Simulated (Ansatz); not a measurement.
`CO[Si]C` + HCl → `C[Si]Cl` + CH₃OH at 400 K and 1 bar (ligand exchange at the Si–O bond).

Program: Ansatz. Geometries: PBE0-D4/def2-TZVP. ΔE: electronic, gas phase. CCSD(T)/CBS adds triple-zeta CCSD(T) − MP2 to the extrapolated MP2 energy (def2 sets, frozen cores). This one scheme is used for every species. Each species was taken in one conformer, which may not be the lowest.

```csv
species,CCSD(T)/CBS energy (Eh),H − E (kJ/mol),S (J/(mol·K))
`CO[Si]C`,-443.95718,234.1,358.7
HCl,-460.38127,29.6,195.4
`C[Si]Cl`,-788.72093,118.9,318.8
CH₃OH,-115.61712,151.2,252.6
```

H − E and S are ideal-gas, rigid-rotor, harmonic terms from PBE0-D4/def2-TZVP, for one conformer and one mirror image of each species. 1 Eh = 2625.50 kJ/mol, R = 8.31446 J/(mol·K).

By hand: ΔE, ΔH, ΔS and ΔG.

ΔE = (-788.72093) + (-115.61712) − (-443.95718) − (-460.38127) = 0.00040 Eh = 1.1 kJ/mol. Δ(H − E) = 118.9 + 151.2 − 234.1 − 29.6 = 6.4, so ΔH = 7.5 kJ/mol. ΔS = 318.8 + 252.6 − 358.7 − 195.4 = 17.3 J/(mol·K). ΔG = 7.5 − 400 × (17.3)/1000 = 0.6 kJ/mol.

By hand: the equilibrium constant, and the temperature at which ΔG would vanish if ΔH and ΔS stayed fixed.

log₁₀ K = −ΔG/(RT ln 10) = -0.1. ΔG = 0 at ΔH/ΔS = 434 K, though so small a ΔH makes that figure unsure.

TΔS isn't small against ΔH here. The sign of ΔG lies within the doubt. A doubt of 5 kJ/mol in ΔE shifts log₁₀ K by 0.7 here. Other conformers and mirror images would add mixing entropy, several J/(mol·K) or more a flexible species. Modes under 60 cm⁻¹, often nearly free rotors, make the harmonic entropy too high. These are equilibria of isolated gas molecules and say nothing of rates. Largest T1 diagnostic: 0.014 (customary marks: 0.02 for closed shells, 0.045 for open ones).
